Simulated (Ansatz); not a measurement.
## Reading a saddle point

A first-order saddle point of Si3H7F, closed shell, PBE0-D4/def2-TZVP, with one imaginary mode of 198i cm⁻¹:

| atom | x (Å) | y (Å) | z (Å) |
| --- | --- | --- | --- |
| Si1 | -1.0426 | 0.0152 | -0.3898 |
| Si2 | 0.9507 | 1.5995 | -0.2179 |
| F3 | -0.1107 | 0.9565 | -1.6237 |
| H4 | 0.8540 | 3.0684 | -0.5158 |
| H5 | 2.2981 | 1.2702 | -0.7914 |
| H6 | -1.9820 | 0.9186 | 0.3161 |
| H7 | -1.8004 | -0.6420 | -1.4970 |
| Si8 | 0.0165 | -1.5544 | 0.9613 |
| H9 | -0.7130 | -2.8528 | 1.0655 |
| H10 | 0.1701 | -0.9521 | 2.3102 |
| H11 | 1.3594 | -1.8271 | 0.3824 |

Computed with Ansatz 0.2.0 (basis: def2-TZVPP and def2-QZVPP); correlated methods freeze the cores. Extrapolation: Hartree–Fock as exp(−7.88 √X), correlation as X^−2.97.

Task: Which contacts change along the imaginary mode, and what lies on either side? (A judgement: the text doesn't fix the answer.)

Result: Computed: The step is Si₃H₇F ([F][SiH2][SiH2][SiH3]) → Si₂H₅F ([F][SiH2][SiH3]) + SiH₂ (still joined by a long Si–F bond), with the molecules in contact on both sides. Shortening one way: Si1–F3; lengthening the same way: Si1–Si2, Si2–F3.
```json
{"pair": "Si1–F3", "one side (Å)": "3.28", "saddle (Å)": "1.81", "other side (Å)": "1.69"}
{"pair": "Si1–Si2", "one side (Å)": "2.34", "saddle (Å)": "2.55", "other side (Å)": "2.89"}
{"pair": "Si2–F3", "one side (Å)": "1.61", "saddle (Å)": "1.88", "other side (Å)": "2.05"}
```

Task: Which side is lower, and how far does the saddle lie above each? (An estimate is asked for; the value comes from the calculation.)

Result: Computed: The side with Si1–Si2, Si2–F3 short is lower by 214.4 kJ/mol; the saddle lies 226.4 kJ/mol above it and 12.0 kJ/mol above the other (CCSD(T) at an estimated basis limit (MP2 extrapolated from triple and quadruple zeta, plus CCSD(T) − MP2 in triple zeta); electronic energies).

T1 diagnostic: at most 0.015.

Losses and insertions of silylenes and their heavier kin drive the gas-phase chemistry of silicon and germanium vapour deposition.

Labels in which every atom is bracketed show which atoms are joined, not bond orders.

For scale, one of the runs: CCSD(T)/def2-TZVPP, 255 basis functions, launched by `ansatz run in.yaml --threads 4 --pin off --events-out ev --progress --plain --max-ram 9574MiB`. The run took 98 s on 4 CPU threads of an Arm Neoverse V2 (shared host), with 5.1 GiB of host memory at its peak.
